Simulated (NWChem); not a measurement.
## Correlation energy of CClF

```
C
F 1 1.2918
Cl 1 1.7615 2 106.66
```
Charge 0, spin multiplicity 1.

Everything below was run with NWChem. All single points use one geometry, from B3LYP/def2-SVP, a minimum by its harmonic frequencies.

Basis set: cc-pVDZ. Each correlation energy counts from its own Hartree-Fock reference.

The correlated methods keep 7 core orbitals frozen. The structure started from a generated list of species. Coupled-cluster values serve here as a point of comparison, not as the truth.

Problem. Order these methods by the correlation energy they give, lowest first: RI-MP2, SCS-MP2, CR-CCSD[T], CR-CCSD(T).

Solution. CR-CCSD[T] (-471.2 mHa), CR-CCSD(T) (-469.8 mHa), RI-MP2 (-435.0 mHa), SCS-MP2 (-420.6 mHa)
